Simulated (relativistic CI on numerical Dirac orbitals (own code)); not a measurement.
**Level scheme of Ba¹⁹⁺**

These numbers are calculated, not measured: Dirac-Coulomb-Breit CI, separate exchange-only KLI orbitals for each configuration, QED by a radiative potential, unscaled Slater integrals (own radial code, finite nucleus).

Configuration list (outside the closed core [Ar] 3d10): 4s²4p⁶4d, 4s²4p⁵4d², 4s²4p⁶4f, 4s4p⁶4d², 4s²4p⁵4d4f, 4s²4p⁶5s, 4s4p⁶4d4f, 4s²4p⁶5p, 4s²4p⁶5d, 4s²4p⁵4d5s, 4p⁶4d³, 4p⁵4d⁴, 4p⁵4d³4f. Double excitations out of closed p, d and f shells are left out; levels of such configurations are missing from the list, as are those of other unlisted configurations, and high levels can miss mixing partners. These lack a partner that the ground configuration has and come out too high: 4s²4p⁵4d5s.

The lowest level is 4s²4p⁶4d ²D3/2, with 99 % of that term; Hund's rules for 4s²4p⁶4d give ²D with J = 3/2, in agreement.

```tsv
No.	Configuration	Term	J	E (cm⁻¹)	%	Lifetime (s)
1	4s²4p⁶4d	²D	3/2	0	99	
2	4s²4p⁶4d	²D	5/2	29041	99	3.79e-03
3	4p⁵4d²(3F)	⁴D°	1/2	697911	95	1.79e-07
4	4p⁵4d²(3F)	⁴D°	3/2	702418	74	6.56e-07
5	4p⁵4d²(3F)	⁴D°	5/2	715499	58	1.24e-07
6	4p⁵4d²(3F)	⁴G°	7/2	729623	39	2.21e-08
7	4p⁵4d²(3F)	²F°	5/2	731381	28	4.03e-09
8	4p⁵4d²(3P)	⁴D°	7/2	737526	55	4.31e-07
9	4p⁵4d²(3F)	⁴G°	9/2	740535	75	1.92e-02
10	4p⁵4d²(3F)	⁴G°	11/2	749501	90	6.38e-02
11	4p⁵4d²(3P)	⁴P°	5/2	752204	53	3.30e-08
12	4p⁵4d²(3P)	⁴P°	3/2	753487	33	2.11e-09
13	4p⁵4d²(1D)	²D°	3/2	754914	29	2.75e-10
14	4p⁵4d²(3F)	²G°	7/2	769563	49	1.39e-07
15	4p⁵4d²(3P)	⁴P°	1/2	773625	51	1.71e-08
16	4p⁵4d²(1D)	²D°	5/2	781808	57	3.65e-10
17	4p⁵4d²(1D)	²F°	7/2	783771	68	1.79e-10
18	4p⁵4d²(3F)	⁴F°	9/2	786015	63	7.59e-04
19	4p⁵4d²(1G)	²H°	11/2	788408	90	2.63e-03
20	4p⁵4d²(1G)	²F°	5/2	791161	29	1.02e-10
21	4p⁵4d²(3P)	⁴D°	7/2	794303	45	2.67e-10
22	4p⁵4d²(1D)	²P°	3/2	795242	25	2.96e-10
23	4p⁵4d²(1D)	²P°	1/2	811117	68	2.89e-10
24	4p⁵4d²(3P)	⁴D°	5/2	812676	26	4.04e-11
25	4p⁵4d²(1G)	²G°	9/2	818483	57	1.02e-03
26	4p⁵4d²(3P)	²D°	3/2	829551	40	2.54e-11
27	4p⁵4d²(1D)	²F°	7/2	851436	31	7.39e-11
28	4p⁵4d²(3F)	⁴G°	5/2	861281	32	4.40e-11
29	4p⁵4d²(1S)	²P°	3/2	866864	46	2.72e-10
30	4p⁵4d²(3P)	⁴D°	1/2	872119	58	1.30e-11
31	4p⁵4d²(3F)	²F°	5/2	876727	28	4.00e-11
32	4p⁵4d²(1S)	²P°	3/2	890367	39	1.57e-11
33	4p⁵4d²(3F)	⁴G°	7/2	902534	35	8.70e-10
34	4s²4p⁶4f	²F°	7/2	914145	48	8.03e-11
35	4p⁵4d²(1D)	²F°	5/2	923004	38	3.85e-11
36	4p⁵4d²(3P)	⁴D°	3/2	924610	36	2.56e-10
37	4p⁵4d²(3F)	²G°	9/2	925712	50	1.56e-05
38	4p⁵4d²(3P)	²S°	1/2	929502	49	9.45e-10
39	4p⁵4d²(1G)	²G°	7/2	946955	38	7.34e-11
40	4p⁵4d²(1D)	²P°	3/2	962187	32	4.21e-10
41	4p⁵4d²(1G)	²G°	9/2	965725	51	1.39e-05
42	4p⁵4d²(3P)	²D°	5/2	974212	43	1.18e-09
43	4p⁵4d²(1S)	²P°	1/2	1016195	81	5.77e-12
44	4p⁵4d²(1G)	²F°	5/2	1044112	45	8.49e-13
45	4p⁵4d²(1S)	²P°	1/2	1049510	98	1.20e-12
46	4p⁵4d²(3F)	²D°	3/2	1082375	57	7.31e-13
47	4p⁵4d²(3P)	²P°	3/2	1087378	53	8.08e-13
48	4p⁵4d²(3F)	²D°	5/2	1094157	84	6.96e-13
49	4p⁵4d²(1G)	²F°	7/2	1099370	66	8.06e-13
50	4s²4p⁶5s	²S	1/2	1289224	100	1.27e-08
51	4s4d²(3F)	⁴F	3/2	1348295	84	1.34e-11
52	4s4d²(3F)	⁴F	5/2	1359627	84	1.25e-11
53	4s4d²(3F)	⁴F	7/2	1376245	88	1.19e-11
54	4s4d²(3P)	⁴P	1/2	1388045	83	1.40e-11
55	4s4d²(3F)	⁴F	9/2	1393688	86	1.11e-11
56	4s4d²(3P)	⁴P	3/2	1398281	85	1.37e-11
57	4s4d²(3P)	⁴P	5/2	1402148	72	1.27e-11
58	4s4d²(1D)	²D	3/2	1440458	79	1.17e-11
59	4s4d²(1D)	²D	5/2	1445230	62	1.04e-11
60	4s4d²(1G)	²G	7/2	1453280	85	9.60e-12
61	4s4d²(1G)	²G	9/2	1460110	88	8.30e-12
62	4s²4p⁶5p	²P°	1/2	1478834	99	3.16e-12
63	4s4d²(3F)	²F	5/2	1480241	80	7.54e-12
64	4s4d²(3P)	²P	1/2	1495382	55	9.09e-12
65	4s4d²(3F)	²F	7/2	1505598	86	7.66e-12
66	4s4d²(3P)	²P	3/2	1523742	88	7.94e-12
67	4s4d²(1S)	²S	1/2	1528393	52	9.72e-12
68	4s²4p⁶5p	²P°	3/2	1534692	99	3.62e-12
69	4s²4p⁵4d4f	⁴G	5/2	1569005	97	1.22e-10
70	4s²4p⁵4d4f	⁴G	7/2	1584523	90	6.49e-11
```

Energies count from the lowest computed level; ° marks odd parity; lifetimes are radiative, by E1, M1, E2, M2, E3 decay to levels of this space only. Percentages are summed over parent terms; the parents shown are those of the largest component, closed shells are left out there.

The mean weight of the leading LS term, summed over parents, in these 70 levels is 63 %, and that of the leading jj configuration (from the same eigenvectors) 68 %.

At this charge energies of transitions that change n are usually good to better than 1 %, and those within a shell (Δn = 0) to a few per cent.

LS names give the leading component of a level, which can be under half, so a name can repeat, a term be missing and a line seem to break the LS rules.
